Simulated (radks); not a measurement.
The numbers below are computed, except where a source is named.
Pt IV, configuration [Xe] 4f14 5d6.75 6p0.25 (fractional occupations, a model configuration). Code: a radial shooting solver on a logarithmic mesh with Libxc functionals. Model: scalar-relativistic Kohn-Sham, PBE, spin-polarised, spherical densities, point nucleus; open shells are filled with parallel spins first (spin-orbit coupling, left out, can overturn this in heavy ions).

Radial electron density D(r) = 4 pi r^2 rho(r):

```
   r/bohr * D(r) (the largest magnitude, 146, reaches the edge; | marks zero)
 0.001179 |    *
 0.001372 |     *
 0.001597 |      *
 0.001859 |        *
 0.002165 |          *
  0.00252 |            *
 0.002934 |               *
 0.003388 |                  *
 0.003944 |                     *
 0.004592 |                         *
 0.005345 |                            *
 0.006223 |                                *
 0.007245 |                                   *
 0.008434 |                                      *
 0.009818 |                                       *
  0.01143 |                                        *
  0.01331 |                                       *
  0.01549 |                                      *
  0.01803 |                                    *
  0.02099 |                                   *
  0.02444 |                                   *
  0.02845 |                                      *
  0.03312 |                                          *
  0.03856 |                                               *
  0.04489 |                                                    *
  0.05226 |                                                      *
  0.06084 |                                                    *
  0.07083 |                                                *
   0.0818 |                                            *
  0.09523 |                                          *
   0.1109 |                                            *
   0.1291 |                                                *
   0.1502 |                                                  *
   0.1749 |                                              *
   0.2036 |                                     *
    0.237 |                             *
    0.276 |                          *
   0.3213 |                             *
    0.374 |                                *
   0.4354 |                              *
   0.5069 |                        *
   0.5901 |                *
   0.6869 |           *
   0.7997 |        *
    0.931 |       *
    1.084 |     *
    1.262 |    *
    1.469 |  *
     1.71 | *
    1.975 |*
    2.299 |*
    2.676 *
    3.116 *
    3.627 *
    4.223 *
    4.916 *
    5.723 *
    6.662 *
```

D(r) has 4 maxima, at r = 0.0114, 0.0531, 0.147, 0.383 bohr, and minima at 0.0222, 0.0945, 0.272 bohr, inside which lie 1.89, 10.99, 29.99 electrons.
